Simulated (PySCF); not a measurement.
GeHO, SMILES [Ge]=[OH+] (connectivity only; charge and spin as stated), charge +1, multiplicity 1. Geometry optimised at PBE0-D3(BJ)/def2-TZVP. The isomer is the one that the SMILES or the coordinates give; other isomers of the formula were not compared.

TDA-B3LYP/def2-TZVPD run with PySCF puts the lowest singlet excitations at 6.14, 6.31, 6.31, 8.01, 8.01, 8.61 eV.

Q: What are the lowest excitation roots from ADC(2)/aug-cc-pVDZ run with PySCF? (Estimate from the structure and the level; the computed values follow.)

A: 6.21, 6.21, 6.23, 6.91, 7.75, 7.75 eV. S1 differs by 0.08 eV (second minus first; roots are paired by order, and the bases may differ).
